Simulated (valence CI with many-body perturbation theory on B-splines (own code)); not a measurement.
Sc⁷⁺: electric-dipole lines

Level of theory: valence CI with perturbative core correlation (CI+MBPT): four valence electrons over a frozen Dirac-Fock core [Ne], a basis of 11 s, 11 p, 10 d, 8 f, 5 g, 2 h functions for each j, with the one-electron correlation potential Σ1, the two-electron term Σ2, the three-electron term Σ3, Breit, model QED; selected CI, second order for the rest, scaled by the run's own slope (own B-spline code, finite nucleus).

Set against measurement, 25 paired levels are off by 139 cm⁻¹ on average, the worst by 511. These come from a selection out of Sugar and Corliss, J. Phys. Chem. Ref. Data 9, 473 (1980). Levels without a partner in it may be off by more. Among the levels kept, up to 620 cm⁻¹ of a level comes from second order outside the variational space, and about a tenth of that is noise between levels of different J, which matters for small intervals.

Lines 201 to 250 of 550 in falling wavelength, among levels below 756560 cm⁻¹, chosen from the strongest by gf and those to the six lowest levels. Wavelengths and rates use the calculated energies, so an error of 100 cm⁻¹ moves a line at 374.1 Å by 0.037 % and its rate by three times that or more. Electric multipoles are in the length gauge, E1 and E2 with the static RPA response of the core. Weak lines are less certain than strong ones. Lines between different terms over intervals too small for the method are left out, as are lines whose strength nearly cancels. Where a level lies close to another of its J and parity, the split of strength between their lines is uncertain. The highest levels of a list are the least certain.

Names give the largest LS component (configuration and term), which can be under half, so a name can repeat, a term be missing and a line seem to break the LS rules; names also repeat where a configuration has a term twice. Letters in brackets count levels of one name in rising energy.

| λ vac (Å) | λ from measured levels | Upper | Lower | A (s⁻¹) | S (a.u.) |
| --- | --- | --- | --- | --- | --- |
| 385.9 |  | 3s3p²3d ³P_2 [a] | 3s3p³ ³P°_2 | 2.55e+09 | 3.62e-01 |
| 385.8 |  | 3s3p²3d ³P_2 [c] | 3s²3p3d ³D°_3 | 1.39e+10 | 1.98e+00 |
| 385.6 |  | 3s3p²3d ³F_4 [c] | 3s²3p3d ³F°_4 | 1.24e+10 | 3.16e+00 |
| 384.4 |  | 3p³3d ³D°_3 [a] | 3p⁴ ³P_2 | 2.43e+09 | 4.76e-01 |
| 383.7 |  | 3s3p²3d ³F_2 [c] | 3s²3p3d ³F°_3 | 2.25e+09 | 3.14e-01 |
| 382.7 |  | 3s3p²3d ³F_3 [c] | 3s²3p3d ³F°_3 | 8.67e+09 | 1.68e+00 |
| 382.4 |  | 3s3p²3d ³P_1 [c] | 3s²3p3d ³D°_2 | 1.39e+10 | 1.15e+00 |
| 381.9 |  | 3s3p²3d ¹P_1 [b] | 3s²3p3d ¹D°_2 | 3.42e+09 | 2.82e-01 |
| 381.8 |  | 3s3p²3d ³P_1 [a] | 3s3p³ ³P°_2 | 2.63e+09 | 2.17e-01 |
| 381.5 |  | 3s3p²3d ³F_4 [c] | 3s²3p3d ³F°_3 | 8.94e+08 | 2.21e-01 |
| 381.1 |  | 3s3p²3d ³P_1 [c] | 3s²3p3d ³D°_1 | 2.67e+09 | 2.19e-01 |
| 380.9 |  | 3s3p²3d ³F_2 [c] | 3s²3p3d ³F°_2 | 9.90e+09 | 1.35e+00 |
| 380.6 |  | 3s3p²3d ¹D_2 [c] | 3s²3p3d ¹F°_3 | 1.97e+10 | 2.68e+00 |
| 380.4 |  | 3s3p²3d ³P_0 [c] | 3s²3p3d ³D°_1 | 2.11e+10 | 5.72e-01 |
| 379.8 |  | 3s3p²3d ³F_3 [c] | 3s²3p3d ³F°_2 | 9.29e+08 | 1.76e-01 |
| 379.6 |  | 3p³3d ¹P°_1 [a] | 3s3p²3d ³F_2 [a] | 3.67e+09 | 2.97e-01 |
| 378.3 |  | 3s3p3d² ³F°_2 | 3s3p²3d ³G_3 | 4.56e+09 | 6.09e-01 |
| 377.7 |  | 3p³3d ¹D°_2 [b] | 3s3p²3d ³G_3 | 2.00e+09 | 2.65e-01 |
| 377.4 |  | 3p³3d ³D°_2 [b] | 3s3p²3d ³F_3 [a] | 6.15e+09 | 8.16e-01 |
| 377.4 |  | 3s3p3d² ³F°_3 | 3s3p²3d ³G_4 | 3.65e+09 | 6.78e-01 |
| 376.6 |  | 3p³3d ³D°_3 [b] | 3s3p²3d ³F_4 [a] | 6.83e+09 | 1.26e+00 |
| 376.2 |  | 3s3p²3d ¹P_1 [b] | 3s²3p3d ³P°_2 | 2.62e+09 | 2.07e-01 |
| 375.7 |  | 3s3p3d² ³F°_4 | 3s3p²3d ³G_5 | 6.44e+09 | 1.52e+00 |
| 375.3 |  | 3p³3d ³D°_3 [c] | 3s3p²3d ³G_4 | 2.70e+09 | 4.93e-01 |
| 375.0 |  | 3p³3d ³F°_4 [b] | 3s3p²3d ³F_4 [a] | 1.04e+09 | 2.43e-01 |
| 374.9 |  | 3s3p²3d ³P_2 [c] | 3s²3p3d ¹D°_2 | 2.69e+09 | 3.50e-01 |
| 374.1 | 374.7 | 3s3p³ ³S°_1 | 3s²3p² ³P_2 | 1.86e+10 | 1.44e+00 |
| 373.9 | 373.6 | 3s²3p3d ³P°_1 | 3s²3p² ¹S_0 | 1.02e+07 | 7.89e-04 |
| 373.4 |  | 3s3p²3d ³P_2 [c] | 3s²3p3d ³P°_1 | 1.70e+09 | 2.18e-01 |
| 372.6 |  | 3p³3d ³F°_3 [b] | 3s3p²3d ³F_3 [a] | 9.55e+08 | 1.71e-01 |
| 370.7 |  | 3s3p²3d ³P_1 [c] | 3s²3p3d ³P°_1 | 2.94e+09 | 2.22e-01 |
| 369.6 | 370.2 | 3s3p³ ³S°_1 | 3s²3p² ³P_1 | 1.07e+10 | 8.02e-01 |
| 369.4 |  | 3s3p²3d ³P_2 [c] | 3s²3p3d ³P°_2 | 3.73e+09 | 4.64e-01 |
| 369.2 |  | 3s3p²3d ¹F_3 [a] | 3s3p³ ¹D°_2 | 8.03e+09 | 1.40e+00 |
| 366.7 |  | 3s²3p3d ³F°_2 | 3s²3p² ³P_2 | 8.81e+06 | 1.07e-03 |
| 366.6 | 367.1 | 3s3p³ ³S°_1 | 3s²3p² ³P_0 | 3.83e+09 | 2.79e-01 |
| 364.1 |  | 3s²3p3d ³F°_3 | 3s²3p² ³P_2 | 3.29e+07 | 5.48e-03 |
| 363.9 | 363.6 | 3s²3p3d ³D°_1 | 3s²3p² ¹S_0 | 6.74e+06 | 4.81e-04 |
| 363.8 |  | 3s²3d² ¹G_4 | 3s²3p3d ¹F°_3 | 2.63e+10 | 5.62e+00 |
| 363.5 |  | 3s3p3d² ⁵D°_4 [a] | 3s3p²3d ⁵P_3 | 1.99e+09 | 4.25e-01 |
| 363.3 |  | 3s²3d² ¹D_2 | 3s²3p3d ¹P°_1 | 1.43e+10 | 1.69e+00 |
| 362.4 |  | 3s²3p3d ³F°_2 | 3s²3p² ³P_1 | 1.40e+07 | 1.65e-03 |
| 361.8 | 362.3 | 3s3p³ ¹P°_1 | 3s²3p² ³P_2 | 7.90e+08 | 5.54e-02 |
| 361.0 |  | 3p³3d ¹F°_3 [b] | 3s3p²3d ³P_2 [a] | 1.33e+09 | 2.16e-01 |
| 359.6 |  | 3p³3d ¹D°_2 [b] | 3s3p²3d ³P_1 [a] | 1.31e+09 | 1.51e-01 |
| 358.9 |  | 3p³3d ³D°_1 [b] | 3s3p²3d ³P_0 [a] | 2.75e+09 | 1.88e-01 |
| 358.7 |  | 3s3p²3d ³D_3 [d] | 3s²3p3d ³F°_4 | 2.60e+09 | 4.15e-01 |
| 357.9 |  | 3p³3d ¹D°_2 [a] | 3p⁴ ¹D_2 | 3.28e+09 | 3.71e-01 |
| 357.6 | 358.1 | 3s3p³ ¹P°_1 | 3s²3p² ³P_1 | 1.39e+09 | 9.40e-02 |
| 355.3 |  | 3s3p3d² ³F°_3 | 3s3p²3d ³P_2 [a] | 1.21e+09 | 1.87e-01 |
